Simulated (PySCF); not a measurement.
Compound: chloromethylfluorosilane, CH4ClFSi.
Atom-mapped SMILES: `[F:1][SiH2:2][CH2:3][Cl:4]` (hydrogens: H5, H6 on Si2; H7, H8 on C3)

Level: wB97X-D/pcSseg-2 in PySCF, non-relativistic, on one gas-phase PBE0-D3(BJ)/def2-TZVP geometry that isn't relaxed in the solvent. The solvent is an IEF-PCM continuum (van der Waals radii × 1.2). The model holds no explicit solvent molecules, cavitation or dispersion.

Gas phase at wB97X-D/pcSseg-2: HOMO -10.39 eV, LUMO 1.50 eV, dipole 0.65 D.

**Question.** What does the continuum do to the energy, the frontier levels and the dipole at wB97X-D/pcSseg-2 in chloroform?

**Answer.** 
```json
{"solvent": "chloroform", "ε": "4.711", "E(solvent) − E(gas) (kcal/mol)": "-2.29", "polarisation term (kcal/mol)": "-2.52", "distortion of the solute (kcal/mol)": "0.23", "HOMO (eV)": "-10.29", "LUMO (eV)": "1.64", "dipole (D)": "0.87"}
```

The first energy column is the sum of the next two and covers electrostatics alone.

Shape of the structure used: `[F:1][SiH2:2][CH2:3][Cl:4]`: F1–Si2–C3–Cl4 180°.

Note: wB97X-D ran without an empirical dispersion term, which enters the total energy and its gradient alone.
